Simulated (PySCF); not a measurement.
Isomers of CH12OSSi5, one GFN2-xTB conformer each. Single-point energies are computed at PBE0/pcSseg-1 (PySCF, gas phase, no added dispersion term), electronic only.

```tsv
SMILES	GFN2-xTB relative energy (kJ/mol)
O[Si@H]1SC[SiH2][Si]1([SiH3])[SiH3]	196.6
CS[Si]1(O)[SiH2][SiH2][SiH2][SiH2]1	239.6
CS[Si@H]1[SiH2][Si@H](O[SiH3])[SiH2]1	62.3
CS[Si@@H]1[SiH2][SiH2][Si@H]1O[SiH3]	56.0
CS[Si@@H]1[SiH2][SiH2][Si@@H]1O[SiH3]	68.4
[SiH3]O[SiH2][Si@]1([SiH3])[SiH2]CS1	0.0
```

Conformers: `[OH:1][Si@H:2]1[S:3][CH2:4][SiH2:5][Si:6]1([SiH3:7])[SiH3:8]` with H–O1–Si2–S3 38°, O1–Si2–S3–C4 150°, Si2–S3–C4–Si5 -55°, S3–C4–Si5–Si6 45°, C4–Si5–Si6–Si7 105°; `[CH3:1][S:2][Si:3]1([OH:4])[SiH2:5][SiH2:6][SiH2:7][SiH2:8]1` with C1–S2–Si3–O4 177°, S2–Si3–O4–H 30°, S2–Si3–Si5–Si6 -141°, Si3–Si5–Si6–Si7 8°, Si5–Si6–Si7–Si8 0°, Si6–Si7–Si8–Si3 -7°; `[CH3:1][S:2][Si@H:3]1[SiH2:4][Si@H:5]([O:6][SiH3:7])[SiH2:8]1` with C1–S2–Si3–Si4 -52°, Si4–Si5–O6–Si7 -55°, S2–Si3–Si4–Si5 108°, Si3–Si4–Si5–O6 118°, Si4–Si5–Si8–Si3 -5°, S2–Si3–Si8–Si5 -109°; `[CH3:1][S:2][Si@@H:3]1[SiH2:4][SiH2:5][Si@H:6]1[O:7][SiH3:8]` with C1–S2–Si3–Si4 -67°, Si5–Si6–O7–Si8 44°, S2–Si3–Si4–Si5 -98°, Si3–Si4–Si5–Si6 -10°, Si4–Si5–Si6–O7 -94°, S2–Si3–Si6–Si5 98°; `[CH3:1][S:2][Si@@H:3]1[SiH2:4][SiH2:5][Si@@H:6]1[O:7][SiH3:8]` with C1–S2–Si3–Si4 -67°, Si5–Si6–O7–Si8 -59°; `[SiH3:1][O:2][SiH2:3][Si@:4]1([SiH3:5])[SiH2:6][CH2:7][S:8]1` with Si1–O2–Si3–Si4 180°, O2–Si3–Si4–Si5 47°.

Q: What does PBE0/pcSseg-1 give for the same structures?

A: 
```
                               SMILES  PBE0/pcSseg-1 E (Eh)  PBE0/pcSseg-1 (kJ/mol)  GFN2-xTB (kJ/mol)  point group
CS[Si@@H]1[SiH2][SiH2][Si@@H]1O[SiH3]           -1965.31949                     0.0               68.4           C1
 CS[Si@@H]1[SiH2][SiH2][Si@H]1O[SiH3]           -1965.31749                     5.2               56.0           C1
CS[Si@H]1[SiH2][Si@H](O[SiH3])[SiH2]1           -1965.31747                     5.3               62.3      near Cs
  CS[Si]1(O)[SiH2][SiH2][SiH2][SiH2]1           -1965.31628                     8.4              239.6            –
  O[Si@H]1SC[SiH2][Si]1([SiH3])[SiH3]           -1965.31584                     9.6              196.6           C1
 [SiH3]O[SiH2][Si@]1([SiH3])[SiH2]CS1           -1965.31073                    23.0                0.0           C1
```

GFN2-xTB puts [SiH3]O[SiH2][Si@]1([SiH3])[SiH2]CS1 lowest instead; measured from each level's own lowest isomer, the values differ by up to 231.2 kJ/mol (CS[Si]1(O)[SiH2][SiH2][SiH2][SiH2]1: 239.6 against 8.4). As drawn, the highest has an Si–C bond, which the lowest lacks. Neighbours under 10 kJ/mol apart (CS[Si@@H]1[SiH2][SiH2][Si@@H]1O[SiH3] and CS[Si@@H]1[SiH2][SiH2][Si@H]1O[SiH3]; CS[Si@@H]1[SiH2][SiH2][Si@H]1O[SiH3] and CS[Si@H]1[SiH2][Si@H](O[SiH3])[SiH2]1; CS[Si@H]1[SiH2][Si@H](O[SiH3])[SiH2]1 and CS[Si]1(O)[SiH2][SiH2][SiH2][SiH2]1; CS[Si]1(O)[SiH2][SiH2][SiH2][SiH2]1 and O[Si@H]1SC[SiH2][Si]1([SiH3])[SiH3]) can change places with a better method, another conformer or zero-point energy. CS[Si@@H]1[SiH2][SiH2][Si@@H]1O[SiH3] and CS[Si@@H]1[SiH2][SiH2][Si@H]1O[SiH3] are stereoisomers, 5.2 kJ/mol apart in the conformers taken.

Q: Which frontier levels, dipoles and rotational constants go with these structures?

A: 
| SMILES | HOMO (eV, PBE0/pcSseg-1) | LUMO (eV) | dipole (D) | A, B, C (MHz) |
| --- | --- | --- | --- | --- |
| CS[Si@@H]1[SiH2][SiH2][Si@@H]1O[SiH3] | -6.64 | -2.05 | 1.07 | 775.0, 621.6, 405.3 |
| CS[Si@@H]1[SiH2][SiH2][Si@H]1O[SiH3] | -6.67 | -1.95 | 1.37 | 1084, 451.1, 401.6 |
| CS[Si@H]1[SiH2][Si@H](O[SiH3])[SiH2]1 | -6.45 | -2.13 | 1.66 | 1551, 371.6, 355.7 |
| CS[Si]1(O)[SiH2][SiH2][SiH2][SiH2]1 | -6.62 | -1.80 | 0.94 | 992.5, 512.8, 443.5 |
| O[Si@H]1SC[SiH2][Si]1([SiH3])[SiH3] | -6.67 | -1.14 | 0.49 | 821.6, 564.5, 488.5 |
| [SiH3]O[SiH2][Si@]1([SiH3])[SiH2]CS1 | -6.47 | -1.36 | 1.94 | 1105, 403.1, 375.0 |

Q: As an exercise, what shares would exp(−E/RT) give at 500 K from these electronic energies alone (no entropy, no degeneracies)?

A: RT = 4.157 kJ/mol: CS[Si@@H]1[SiH2][SiH2][Si@@H]1O[SiH3] 55.6 %, CS[Si@@H]1[SiH2][SiH2][Si@H]1O[SiH3] 15.8 %, CS[Si@H]1[SiH2][Si@H](O[SiH3])[SiH2]1 15.5 %, CS[Si]1(O)[SiH2][SiH2][SiH2][SiH2]1 7.3 %, O[Si@H]1SC[SiH2][Si]1([SiH3])[SiH3] 5.6 %, [SiH3]O[SiH2][Si@]1([SiH3])[SiH2]CS1 0.2 %.
